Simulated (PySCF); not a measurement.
Compound: C₆H₁₁NSi₂.
Numbering: `[NH2:1][Si@@H:2]([SiH3:3])[c:4]1[cH:5][cH:6][cH:7][cH:8][cH:9]1` (hydrogens: H10, H11 on N1; H12 on Si2; H13, H14, H15 on Si3; H16 on C5; H17 on C6; H18 on C7; H19 on C8; H20 on C9)

The same species was optimised twice, with GFN2-xTB and with PBE0-D3(BJ)/def2-SVP (PySCF), and the same property calculations (PySCF, gas phase) were run on both structures.

```
      coordinate  GFN2-xTB  PBE0-D3(BJ)/def2-SVP  change
     Si2–Si3 (Å)     2.309                 2.347  +0.038
      Si2–C4 (Å)     1.890                 1.877  -0.013
       C4–C9 (Å)     1.390                 1.403  +0.013
       C4–C5 (Å)     1.391                 1.403  +0.012
       C8–C9 (Å)     1.383                 1.394  +0.011
       C5–C6 (Å)     1.383                 1.394  +0.011
       C7–C8 (Å)     1.385                 1.395  +0.010
       C6–C7 (Å)     1.385                 1.395  +0.010
      N1–Si2 (Å)     1.730                 1.738  +0.008
   N1–Si2–C4 (°)     104.6                 108.1    +3.5
  Si3–Si2–C4 (°)     112.1                 110.4    -1.7
  N1–Si2–Si3 (°)     107.7                 106.5    -1.2
   Si2–C4–C5 (°)     120.9                 120.0    -0.9
    C5–C4–C9 (°)     117.9                 118.5    +0.6
    C4–C9–C8 (°)     121.3                 120.8    -0.5
    C4–C5–C6 (°)     121.2                 120.8    -0.4
   Si2–C4–C9 (°)     121.1                 121.4    +0.3
N1–Si2–C4–C5 (°)       -38                   -31      +7
```

Rotational constants: A = 2154, B = 655.4, C = 617.8 MHz (GFN2-xTB) against A = 2099, B = 659.2, C = 610.0 MHz (PBE0-D3(BJ)/def2-SVP). Point groups within 0.08 Å: C1 and C1.

On the GFN2-xTB structure: HOMO (eV) -7.13 [PBE0/pcSseg-1]; LUMO (eV) -0.71 [PBE0/pcSseg-1]; dipole (D) 1.25 [PBE0/pcSseg-1]; GIAO shielding of N1 (ppm) 256.2 [PBE0/pcSseg-1]; GIAO shielding of Si2 (ppm) 378.2 [PBE0/pcSseg-1]; GIAO shielding of Si3 (ppm) 463.9 [PBE0/pcSseg-1]; GIAO shielding of C4 (ppm) 44.4 [PBE0/pcSseg-1]; GIAO shielding of C5/C9 (mean) (ppm) 47.1 [PBE0/pcSseg-1]; GIAO shielding of C6/C8 (mean) (ppm) 53.6 [PBE0/pcSseg-1]; GIAO shielding of C7 (ppm) 51.0 [PBE0/pcSseg-1].

**Question.** What do these properties become on the PBE0-D3(BJ)/def2-SVP structure?

**Answer.** 
| property | level | on GFN2-xTB | on PBE0-D3(BJ)/def2-SVP | change |
| --- | --- | --- | --- | --- |
| HOMO (eV) | PBE0/pcSseg-1 | -7.13 | -7.06 | +0.07 |
| LUMO (eV) | PBE0/pcSseg-1 | -0.71 | -0.75 | -0.04 |
| dipole (D) | PBE0/pcSseg-1 | 1.25 | 1.40 | +0.15 |
| energy, GFN2-xTB geometry as zero (kcal/mol) | PBE0/pcSseg-1 | 0.0 | -3.0 | -3.0 |
| GIAO shielding of N1 (ppm) | PBE0/pcSseg-1 | 256.2 | 255.0 | -1.2 |
| GIAO shielding of Si2 (ppm) | PBE0/pcSseg-1 | 378.2 | 379.1 | +0.9 |
| GIAO shielding of Si3 (ppm) | PBE0/pcSseg-1 | 463.9 | 455.6 | -8.3 |
| GIAO shielding of C4 (ppm) | PBE0/pcSseg-1 | 44.4 | 44.6 | +0.2 |
| GIAO shielding of C5/C9 (mean) (ppm) | PBE0/pcSseg-1 | 47.1 | 44.0 | -3.1 |
| GIAO shielding of C6/C8 (mean) (ppm) | PBE0/pcSseg-1 | 53.6 | 50.9 | -2.7 |
| GIAO shielding of C7 (ppm) | PBE0/pcSseg-1 | 51.0 | 48.5 | -2.5 |

The heavy atoms differ by 0.057 Å rms after alignment. Among the bonds compared Si2–Si3 changes most (+0.038 Å). Changes are differences of the printed values. Neither structure is proved a minimum here.

The values belong to the conformer `[NH2:1][Si@@H:2]([SiH3:3])[c:4]1[cH:5][cH:6][cH:7][cH:8][cH:9]1`: N1–Si2–C4–C5 -31°, H–N1–Si2–Si3 43°, H–N1–Si2–Si3 -177°.
